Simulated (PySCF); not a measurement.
SMILES [CH2](C)[Zn][CH2]C (C₄H₁₀Zn) (GFN2-xTB optimised geometry):

```
15

C      1.981     0.257     0.192
C      1.538    -1.194     0.000
Zn    -0.533    -1.194     0.000
C     -2.369    -0.237     0.000
C     -2.108     1.234    -0.326
H      3.071     0.329     0.197
H      1.613     0.895    -0.612
H      1.622     0.660     1.139
H      1.956    -1.569    -0.934
H      1.966    -1.802     0.797
H     -2.862    -0.299     0.971
H     -3.071    -0.640    -0.730
H     -1.664     1.349    -1.315
H     -3.042     1.802    -0.317
H     -1.439     1.691     0.403
```

Method: CAM-B3LYP/def2-TZVP (PySCF).

### Question
What are the frontier orbital energies and the dipole moment?

### Answer
HOMO-2 -10.76 eV, HOMO-1 -9.45 eV, HOMO -7.60 eV, LUMO 0.20 eV, LUMO+1 0.66 eV; dipole moment 0.70 D.

Meta-Löwdin charges at CAM-B3LYP/def2-TZVP: C1 -0.32, C2 -0.66, Zn3 0.96, C4 -0.66, C5 -0.32, H6 0.10, H7 0.10, H8 0.10, H9 0.10, H10 0.10, H11 0.10, H12 0.10, H13 0.10, H14 0.10, H15 0.10.
